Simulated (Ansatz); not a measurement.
Mulliken charges of CH₅FS₂Si, SMILES `C[Si](F)(S)S` from ωB97M-V/def2-TZVPP in Ansatz (PBE0-D4/def2-TZVP geometry).

```tsv
atom	x (Å)	y (Å)	z (Å)	charge (e)
C1	-0.896	-1.058	-0.486	-0.439
Si2	0.402	0.124	0.091	0.592
F3	1.473	-0.706	0.943	-0.299
S4	-0.301	1.699	1.336	-0.244
S5	1.290	1.025	-1.610	-0.246
H6	-0.457	-1.825	-1.128	0.132
H7	-1.361	-1.552	0.371	0.119
H8	-1.672	-0.531	-1.043	0.135
H9	-0.441	0.906	2.414	0.122
H10	2.046	1.867	-0.885	0.130
```

Task: By hand: the dipole of these point charges (1 e Å = 4.8032 D).

Result: Σ q r = (-0.289, -0.062, -0.011) e Å, of length 0.296 e Å = 1.42 D.

Task: How does the dipole of the full density compare? (Estimate.)

Result: Ansatz gave: (-0.215, -0.117, 0.040) e Å, 1.19 D; the point charges give 1.19 times that, at 20° from its direction.

Point charges leave out the atoms' own dipoles, such as those of lone pairs, and Mulliken's split depends on the basis, so the two needn't agree.
